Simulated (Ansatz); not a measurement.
Born–Oppenheimer molecular dynamics of AlH$_{4}$NSSi (8 atoms, charge 0, multiplicity 1). It starts from a relaxed structure.

Theory: RKS CAM-B3LYP/STO-3G in Ansatz 0.2.0.

| Quantity | Value |
| --- | --- |
| ensemble | NVT, Nosé–Hoover chain |
| time step | 0.25 fs |
| steps asked | 266 |
| set temperature | 300 K |
| thermostat | time constant 100 fs, chain length 3 (defaults) |
| seed | 635027 |

Frames 0.5 fs apart, positions in Å, forces in eV/Å.

Velocities at 40.0 fs (Å/ps):

```
N 0.55 -1.38 1.27
Al -0.62 -1.21 -2.11
Si 0.57 1.26 0.39
S -0.46 1.20 -0.16
H 1.73 -4.47 9.73
H 3.22 1.17 -2.83
H 12.30 -15.38 2.42
H -9.61 -2.85 23.83
```

```xyz
8
Properties=species:S:1:pos:R:3:forces:R:3 time_fs=40.0 energy_less_start_eV=0.162 T=103
N -1.065 1.739 -0.101 -0.21 1.01 0.43
Al -0.280 0.270 -0.337 0.87 -1.41 0.21
Si 1.016 -1.281 0.536 0.10 -1.33 0.77
S -0.068 -1.517 -1.353 -0.04 0.14 -0.25
H -0.867 2.377 0.694 -0.22 -0.09 -0.36
H -1.740 2.151 -0.751 -0.31 0.40 -0.11
H 2.465 -1.546 0.371 -0.87 0.20 0.06
H 0.481 -2.360 1.450 0.68 1.09 -0.74
8
Properties=species:S:1:pos:R:3:forces:R:3 time_fs=40.5 energy_less_start_eV=0.182 T=78
N -1.065 1.738 -0.101 -0.23 1.07 0.45
Al -0.280 0.269 -0.338 0.87 -1.37 0.23
Si 1.016 -1.281 0.536 0.16 -1.46 0.86
S -0.068 -1.516 -1.353 -0.03 0.09 -0.25
H -0.866 2.375 0.698 -0.24 -0.13 -0.44
H -1.739 2.152 -0.752 -0.26 0.38 -0.05
H 2.470 -1.554 0.372 -1.00 0.23 0.07
H 0.477 -2.361 1.460 0.73 1.19 -0.86
8
Properties=species:S:1:pos:R:3:forces:R:3 time_fs=41.0 energy_less_start_eV=0.193 T=64
N -1.064 1.738 -0.100 -0.29 1.10 0.39
Al -0.280 0.269 -0.339 0.87 -1.31 0.25
Si 1.016 -1.280 0.536 0.21 -1.53 0.91
S -0.068 -1.516 -1.353 -0.02 0.04 -0.26
H -0.866 2.372 0.702 -0.26 -0.14 -0.46
H -1.738 2.154 -0.754 -0.19 0.34 0.03
H 2.473 -1.561 0.374 -1.07 0.26 0.07
H 0.475 -2.358 1.469 0.75 1.23 -0.93
8
Properties=species:S:1:pos:R:3:forces:R:3 time_fs=41.5 energy_less_start_eV=0.193 T=63
N -1.064 1.738 -0.099 -0.38 1.11 0.27
Al -0.281 0.268 -0.340 0.86 -1.25 0.27
Si 1.017 -1.280 0.537 0.22 -1.53 0.93
S -0.068 -1.515 -1.353 -0.02 0.00 -0.26
H -0.867 2.369 0.704 -0.25 -0.11 -0.44
H -1.738 2.157 -0.756 -0.09 0.29 0.12
H 2.473 -1.567 0.376 -1.09 0.27 0.07
H 0.474 -2.352 1.476 0.75 1.22 -0.95
8
Properties=species:S:1:pos:R:3:forces:R:3 time_fs=42.0 energy_less_start_eV=0.183 T=77
N -1.064 1.738 -0.098 -0.47 1.08 0.10
Al -0.281 0.267 -0.341 0.84 -1.16 0.30
Si 1.017 -1.280 0.537 0.21 -1.47 0.90
S -0.069 -1.514 -1.353 -0.01 -0.05 -0.27
H -0.868 2.366 0.705 -0.23 -0.05 -0.37
H -1.738 2.160 -0.757 0.00 0.22 0.22
H 2.470 -1.573 0.377 -1.05 0.28 0.06
H 0.476 -2.343 1.481 0.71 1.16 -0.93
8
Properties=species:S:1:pos:R:3:forces:R:3 time_fs=42.5 energy_less_start_eV=0.164 T=101
N -1.064 1.738 -0.097 -0.57 1.01 -0.10
Al -0.281 0.265 -0.342 0.82 -1.07 0.32
Si 1.017 -1.280 0.538 0.18 -1.35 0.83
S -0.069 -1.514 -1.353 -0.01 -0.10 -0.27
H -0.870 2.362 0.706 -0.20 0.04 -0.26
H -1.738 2.164 -0.758 0.09 0.15 0.30
H 2.466 -1.578 0.379 -0.96 0.28 0.04
H 0.479 -2.332 1.483 0.65 1.05 -0.86
8
Properties=species:S:1:pos:R:3:forces:R:3 time_fs=43.0 energy_less_start_eV=0.140 T=132
N -1.064 1.738 -0.096 -0.64 0.91 -0.31
Al -0.280 0.264 -0.343 0.79 -0.97 0.35
Si 1.018 -1.280 0.538 0.12 -1.17 0.71
S -0.069 -1.513 -1.353 0.00 -0.15 -0.28
H -0.872 2.359 0.705 -0.16 0.14 -0.12
H -1.738 2.169 -0.758 0.16 0.09 0.36
H 2.458 -1.582 0.381 -0.82 0.26 0.02
H 0.483 -2.318 1.483 0.56 0.88 -0.74
8
Properties=species:S:1:pos:R:3:forces:R:3 time_fs=43.5 energy_less_start_eV=0.116 T=164
N -1.064 1.738 -0.096 -0.69 0.78 -0.50
Al -0.280 0.263 -0.343 0.75 -0.85 0.39
Si 1.018 -1.280 0.539 0.04 -0.92 0.55
S -0.069 -1.513 -1.354 0.00 -0.20 -0.28
H -0.874 2.356 0.705 -0.11 0.24 0.03
H -1.738 2.173 -0.757 0.20 0.05 0.39
H 2.449 -1.586 0.383 -0.63 0.24 0.00
H 0.489 -2.302 1.482 0.44 0.66 -0.57
8
Properties=species:S:1:pos:R:3:forces:R:3 time_fs=44.0 energy_less_start_eV=0.096 T=190
N -1.065 1.739 -0.095 -0.71 0.65 -0.64
Al -0.280 0.262 -0.344 0.71 -0.73 0.42
Si 1.018 -1.280 0.540 -0.06 -0.61 0.34
S -0.070 -1.512 -1.354 0.00 -0.25 -0.29
H -0.877 2.354 0.704 -0.07 0.33 0.17
H -1.736 2.178 -0.755 0.21 0.02 0.38
H 2.438 -1.589 0.386 -0.40 0.21 -0.03
H 0.496 -2.284 1.479 0.30 0.40 -0.35
8
Properties=species:S:1:pos:R:3:forces:R:3 time_fs=44.5 energy_less_start_eV=0.084 T=205
N -1.065 1.740 -0.094 -0.68 0.51 -0.72
Al -0.280 0.260 -0.345 0.67 -0.59 0.45
Si 1.019 -1.281 0.540 -0.16 -0.26 0.10
S -0.070 -1.512 -1.354 0.01 -0.31 -0.29
H -0.880 2.352 0.704 -0.02 0.39 0.28
H -1.735 2.183 -0.753 0.19 0.00 0.33
H 2.427 -1.591 0.387 -0.13 0.16 -0.07
H 0.504 -2.266 1.475 0.13 0.09 -0.09
8
Properties=species:S:1:pos:R:3:forces:R:3 time_fs=45.0 energy_less_start_eV=0.084 T=206
N -1.066 1.741 -0.094 -0.60 0.39 -0.72
Al -0.279 0.259 -0.346 0.63 -0.45 0.49
Si 1.019 -1.281 0.541 -0.28 0.12 -0.18
S -0.070 -1.511 -1.355 0.01 -0.36 -0.30
H -0.883 2.352 0.705 0.01 0.40 0.35
H -1.733 2.188 -0.750 0.13 0.01 0.25
H 2.414 -1.594 0.389 0.16 0.11 -0.11
H 0.512 -2.247 1.471 -0.06 -0.24 0.20
8
Properties=species:S:1:pos:R:3:forces:R:3 time_fs=45.5 energy_less_start_eV=0.095 T=192
N -1.066 1.742 -0.093 -0.49 0.29 -0.64
Al -0.279 0.257 -0.347 0.58 -0.30 0.53
Si 1.020 -1.281 0.542 -0.39 0.51 -0.46
S -0.070 -1.510 -1.355 0.01 -0.41 -0.30
H -0.886 2.352 0.706 0.03 0.38 0.36
H -1.731 2.192 -0.746 0.05 0.03 0.15
H 2.403 -1.596 0.391 0.45 0.06 -0.14
H 0.520 -2.229 1.468 -0.25 -0.57 0.51
```

Of the whole run (66 fs, mean temperature of the second half 134 K): The conserved energy stayed within 0.058 meV per atom of its start (net change 0.053 meV per atom), so the integration is sound. The mean temperature of the second half is 55 % below the set value. A run of 0.067 ps of so small a system gives no equilibrium averages. Limits of this set-up: minimal basis.

Time of the run: 4.9 min on 1 thread of Arm Neoverse V2, with other jobs on the host, peak memory 0.089 GiB.
